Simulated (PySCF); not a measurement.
H$_{6}$GeN$_{2}$O$_{2}$, singlet, geometry from GFN2-xTB. Base run: PBE/6-31G (PySCF).

The PySCF input:
```python
from pyscf import gto, scf, dft, solvent

mol = gto.Mole()
mol.atom = '''
    N    -1.250592    1.300594   -0.016376
    Ge    0.002518    0.014186    0.001727
    N     1.615916    0.757225    0.266866
    O    -0.094194   -1.179605    1.286478
    O    -0.258625   -0.807771   -1.528394
    H    -1.447977    1.756448    0.860924
    H    -2.111575    1.087261   -0.495554
    H     1.992337    1.309849   -0.487676
    H     2.332847    0.159131    0.647272
    H    -0.884660   -1.714381    1.309828
    H     0.303717   -1.557986   -1.708160
'''
mol.basis = '6-31g'
mol.charge = 0
mol.spin = 0
mol.verbose = 4
mol.build()

mf = dft.RKS(mol)
mf.xc = 'pbe'
mf.kernel()
```

Variants of this job, named by their change:

```json
[
 {"change": "base", "ΔE vs base (kcal/mol)": "0.000", "dipole (D)": "1.41", "HOMO-LUMO gap (eV)": "5.12"},
 {"change": "model = COSMO; solvent = dichloromethane", "ΔE vs base (kcal/mol)": "-13.89", "dipole (D)": "1.77", "HOMO-LUMO gap (eV)": "5.39"},
 {"change": "model = IEF-PCM; solvent = dimethylsulfoxide", "ΔE vs base (kcal/mol)": "-16.16", "dipole (D)": "1.83", "HOMO-LUMO gap (eV)": "5.43"},
 {"change": "model = IEF-PCM; solvent = dichloromethane; lebedev_order = 41", "ΔE vs base (kcal/mol)": "-13.85", "dipole (D)": "1.75", "HOMO-LUMO gap (eV)": "5.38"},
 {"change": "model = ddCOSMO; solvent = dichloromethane", "ΔE vs base (kcal/mol)": "-10.26", "dipole (D)": "1.73", "HOMO-LUMO gap (eV)": "5.35"},
 {"change": "model = IEF-PCM; solvent = dichloromethane; lebedev_order = 11", "ΔE vs base (kcal/mol)": "-13.00", "dipole (D)": "1.73", "HOMO-LUMO gap (eV)": "5.36"},
 {"change": "model = IEF-PCM; solvent = dichloromethane; vdw_scale = 1.0", "ΔE vs base (kcal/mol)": "-25.79", "dipole (D)": "1.88", "HOMO-LUMO gap (eV)": "5.53"},
 {"change": "model = IEF-PCM; solvent = toluene", "ΔE vs base (kcal/mol)": "-7.47", "dipole (D)": "1.57", "HOMO-LUMO gap (eV)": "5.25"},
 {"change": "model = IEF-PCM; solvent = acetonitrile", "ΔE vs base (kcal/mol)": "-15.97", "dipole (D)": "1.82", "HOMO-LUMO gap (eV)": "5.42"},
 {"change": "model = IEF-PCM; solvent = dichloromethane; vdw_scale = 1.1", "ΔE vs base (kcal/mol)": "-18.83", "dipole (D)": "1.81", "HOMO-LUMO gap (eV)": "5.45"},
 {"change": "model = IEF-PCM; solvent = dichloromethane; vdw_scale = 1.4", "ΔE vs base (kcal/mol)": "-7.60", "dipole (D)": "1.65", "HOMO-LUMO gap (eV)": "5.28"},
 {"change": "model = IEF-PCM; solvent = dichloromethane; r_probe = 0.5", "ΔE vs base (kcal/mol)": "-5.08", "dipole (D)": "1.61", "HOMO-LUMO gap (eV)": "5.25"}
]
```

The base is the gas phase, so ΔE is the electrostatic part of solvation at a fixed geometry, without cavity and dispersion terms.
